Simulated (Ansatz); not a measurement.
Job for Ansatz (a first-principles code): R-PBE/def2-TZVPP on I4Ti (SMILES [I][Ti]([I])([I])[I]). Elements past Kr take the def2 small-core potentials; no spin–orbit coupling.

Ansatz 0.2 input:
```yaml
crystal:
  periodic: [false, false, false]
  atoms:
    - {symbol: Ti, position_ang: [0.00007531, -0.00010320, 0.00007484]}
    - {symbol: I, position_ang: [1.47561989, 1.45685029, 1.47486886]}
    - {symbol: I, position_ang: [1.46280001, -1.47480289, -1.46990230]}
    - {symbol: I, position_ang: [-1.45739257, 1.48194057, -1.46759699]}
    - {symbol: I, position_ang: [-1.48110263, -1.46388477, 1.46255559]}
basis:
  gaussian:
    orbitals: def2-TZVPP
hamiltonian:
  xc: {name: PBE}
scf: {lower_state_search: off}
```

Question: Predict the final total energy.

Answer: -2040.2980 hartree.

Question: How many basis functions does it have, and what does it roughly cost on one machine?

Answer: 264 functions; very roughly 9 core-seconds.
